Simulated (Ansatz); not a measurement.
Consider the formal exchange of groups at the Si–B bond: `FB([SiH3])C[SiH3]` + `C[BH][GeH3]` → `C[BH][GeH2][SiH3]` + `FBC[SiH3]`.

Computed with Ansatz on PBE0-D4/def2-TZVP structures; ΔE is electronic, products minus reactants. CBS: MP2 limit from def2 TZ/QZ plus the TZ coupled-cluster correction, frozen cores. Functionals use def2-TZVPP. B3LYP here is the variant with VWN-RPA as its local correlation; programs differ in this. For Ge outer-core shells are correlated without core-valence functions, which leaves a few kJ/mol of doubt a bond. Scalar relativity is left out up to krypton. Each species was taken in one conformer, which may not be the lowest.

`FB([SiH3])C[SiH3]`:

Cartesian coordinates in Å:
```
F 0.033 2.134 -0.718
B 0.215 0.814 -0.645
Si 2.139 0.158 -0.444
C -1.031 -0.100 -0.658
Si -1.538 -0.491 1.120
H 2.945 0.571 -1.627
H 2.201 -1.325 -0.333
H 2.773 0.747 0.769
H -0.824 -1.073 -1.115
H -1.894 0.366 -1.145
H -1.930 0.752 1.831
H -2.686 -1.435 1.116
H -0.403 -1.119 1.848
```

`C[BH][GeH3]`:

Z-matrix (Å, degrees):
```
C
B 1 1.548
H 1 1.106 2 102.9
H 1 1.093 2 114.7 3 113.8
H 1 1.091 2 116.2 3 -115.3
Ge 2 2.066 1 123.5 3 93.8
H 2 1.200 1 119.3 3 -83.2
H 6 1.542 2 112.1 1 -127.5
H 6 1.544 2 109.4 1 114.7
H 6 1.542 2 113.8 1 -5.0
```

`C[BH][GeH2][SiH3]`:

```xyz
13

C     0.117   -1.606    1.598
B    -0.620   -1.153    0.312
Ge    0.310   -0.105   -1.192
Si   -0.069    2.216   -0.770
H     0.330   -2.674    1.415
H     1.077   -1.128    1.799
H    -0.507   -1.589    2.495
H    -1.783   -1.411    0.179
H    -0.234   -0.403   -2.603
H     1.840   -0.306   -1.221
H     0.467    2.585    0.569
H    -1.527    2.514   -0.786
H     0.599    3.061   -1.795
```

`FBC[SiH3]`:

Cartesian coordinates in Å:
```
F -2.232 0.347 -0.964
B -1.054 -0.250 -1.107
C 0.226 0.446 -0.600
Si 0.639 -0.113 1.155
H -1.068 -1.345 -1.601
H 1.096 0.171 -1.205
H 0.126 1.535 -0.569
H 0.826 -1.587 1.199
H -0.457 0.256 2.088
H 1.896 0.541 1.604
```

| level | ΔE (kJ/mol) | difference from CCSD(T)/CBS |
| --- | --- | --- |
| PBE-D4 | -46.2 | 4.1 |
| r2SCAN-D4 | -48.7 | 1.6 |
| PBE0-D4 | -48.2 | 2.1 |
| B3LYP-D4 | -47.1 | 3.2 |
| ωB97X-V | -44.6 | 5.7 |
| ωB97M-V | -47.7 | 2.6 |
| B2PLYP | -50.1 | 0.2 |
| PBE | -47.2 | 3.1 |
| r2SCAN | -49.0 | 1.3 |
| PBE0 | -49.1 | 1.2 |
| B3LYP | -48.7 | 1.6 |
| HF/def2-TZVPP | -48.9 | 1.4 |
| MP2/def2-TZVPP | -54.0 | -3.7 |
| SCS-MP2/def2-TZVPP | -51.1 | -0.8 |
| CCSD/def2-TZVPP | -48.6 | 1.7 |
| CCSD(T)/def2-TZVPP | -48.5 | 1.8 |
| HF/def2-QZVPP | -48.6 | 1.7 |
| MP2/def2-QZVPP | -54.9 | -4.6 |
| SCS-MP2/def2-QZVPP | -51.7 | -1.4 |
| HF/CBS(def2) | -48.6 | 1.7 |
| MP2/CBS(def2) | -55.8 | -5.5 |
| CCSD/CBS(def2) | -50.5 | -0.2 |
| CCSD(T)/CBS | -50.3 | 0 |

Largest T1 diagnostic among the species: 0.013.
